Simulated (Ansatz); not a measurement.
`[SiH3]C[SiH2]Cl` → C• + Cl• + 7 H• + 2 Si•  (atomization)

Isolated molecules relaxed with PBE0-D4/def2-TZVP in Ansatz; ΔE leaves out vibrations. CCSD(T)/CBS is the MP2 limit (def2-TZVPP, def2-QZVPP) plus CCSD(T) − MP2 in def2-TZVPP, frozen cores. This one scheme is used for every species, atoms too. DFT in def2-TZVPP. HSE06 is defined as in plane-wave codes. Open shells (•) are unrestricted, without spin–orbit coupling. Spin–orbit coupling would lower the free atoms: a little for C, Cl, Si. One conformer a species, not always the lowest.

(1) What is ΔE at CCSD(T)/CBS? (Estimate.)

(2) What do these levels give: r2SCAN-D4, HSE06-D4, BHLYP-D4, revPBE, MP2/def2-TZVPP, HF/CBS(def2)? (Estimate.)

(3) What do rigid-rotor, harmonic-oscillator terms from PBE0-D4/def2-TZVP frequencies (298.15 K, 1 bar) make of the CCSD(T)/CBS value? (Estimate.)

Largest T1 diagnostic among the species: 0.012.

Answers

(1) The calculation gave: +858.3 kcal/mol.

(2) Computed: r2SCAN-D4 857.4, HSE06-D4 851.0, BHLYP-D4 845.6, revPBE 822.4, MP2/def2-TZVPP 838.5, HF/CBS(def2) 662.4 kcal/mol.

(3) Computed: ΔZPE = -44.4 kcal/mol, ΔH = +825.1 kcal/mol, ΔS = 1108 J/(mol·K), ΔG = +746.1 kcal/mol. Open shells count their whole term as degenerate. Modes under 50 cm⁻¹ make the entropy rough.

The D4 term adds +9.8 kcal/mol with B3LYP and +5.2 kcal/mol with PBE0; it sums over pairs of atoms, weighted by their polarisabilities, and B3LYP, whose exchange is more repulsive, gets the larger term. In def2-TZVPP, CCSD(T) changes the Hartree–Fock value by +176.2 kcal/mol (the triples alone add +8.3 kcal/mol) and MP2 by +177.7 kcal/mol; breaking electron pairs costs correlation energy, which Hartree–Fock lacks.

B3LYP here is the variant with VWN-RPA as its local correlation; programs differ in this.

For atomizations the MP2-based limit and the directly extrapolated one differ by several kJ/mol either way, and by 10 to 25 for some Ge, Se and Sn compounds, so smaller differences from it don't rank the levels.
